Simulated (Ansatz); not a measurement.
A run for Ansatz (a first-principles code): R-wB97M-V/def2-TZVPPD on GeH4 (SMILES [GeH4]) with ghost functions, monomers drawn apart or pushed together. Files ending in .json are basis or fitting sets from the Basis Set Exchange.

Ansatz 0.2 input:
```yaml
crystal:
  periodic: [false, false, false]
  atoms:
    - {symbol: Ge, position_ang: [0.02812744, 0.06674639, 4.05719881]}
    - {symbol: H, position_ang: [-0.74783481, -1.16805474, 3.57811664]}
    - {symbol: H, position_ang: [0.01007173, 0.10886345, 5.59523155]}
    - {symbol: H, position_ang: [-0.63626799, 1.33763941, 3.51009065]}
    - {symbol: H, position_ang: [1.48117396, -0.01154978, 3.57062738]}
basis:
  gaussian:
    orbitals: def2-TZVPPD.json
    ghost_atoms:
      - {symbol: C, position_ang: [0.05906047, 0.53007955, -0.26258428]}
      - {symbol: C, position_ang: [-0.10872583, -0.65430356, -0.22625497]}
      - {symbol: H, position_ang: [0.20757844, 1.58185548, -0.29305975]}
      - {symbol: H, position_ang: [-0.25793945, -1.70579050, -0.19013351]}
hamiltonian:
  xc: {name: wB97M-V}
scf: {lower_state_search: off}
```

Question: Predict the final total energy.

Answer: -2079.2519 hartree.

Question: How many basis functions does it have, and what does it roughly cost on one machine?

Answer: 230 functions; very roughly 6 core-seconds.
